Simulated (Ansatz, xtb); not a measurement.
Isomers of C7H6F2 in order of energy

4 gas-phase structures of C7H6F2, from a drawn sample of its isomers (lower ones may exist). Each was relaxed with GFN2-xTB:

A. `Cc1ccc(F)cc1F`, a singlet
B. `FC1=C[C@@]2(F)[C@H]3[C@@H]1C[C@H]32`, a singlet
C. `C[C@@]12C=C(F)[C@@H]1C=C2F`, a singlet
D. `CC1=C(F)[C@H]2[C@@H]3[C@H]2[C@]13F`, a singlet

**Question.** Which do you expect lowest at r2SCAN-D4/def2-SVP, and how would the others follow?

**Answer.** Calculated order at r2SCAN-D4/def2-SVP: A (0.000), B (2.939), D (3.429), C (3.504) eV.

Energies above the lowest of each column, in eV; the last columns are at B3LYP/def2-SVP geometries and were run for some of them only (a dash: not run or not comparable):

| structure | GFN2-xTB | HF/STO-3G | r2SCAN-D4/def2-SVP | B3LYP/def2-SVP | CCSD(T)/def2-SVP + ΔMP2/def2-TZVPP |
| --- | --- | --- | --- | --- | --- |
| A | 0.000 | 0.000 | 0.000 | 0.000 | 0.000 |
| B | 1.723 | 1.985 | 2.939 | 3.083 | 2.770 |
| D | 2.443 | 3.044 | 3.429 | 3.591 | 3.426 |
| C | 2.740 | 3.043 | 3.504 | – | – |

Every level run on A puts it lowest or level with the lowest. Frequencies (GFN2-xTB) were run for A, B, D alone. ΔMP2 is the change of the MP2 energy from the smaller to the larger basis.

Over these structures GFN2-xTB departs from r2SCAN-D4/def2-SVP by 0.371 eV on average once a common shift is removed. A GFN2-xTB relaxation took about 0.071 s and the r2SCAN-D4/def2-SVP energy about 2.3 s on a shared host (Ansatz 0.2.0, xtb 6.7.1).
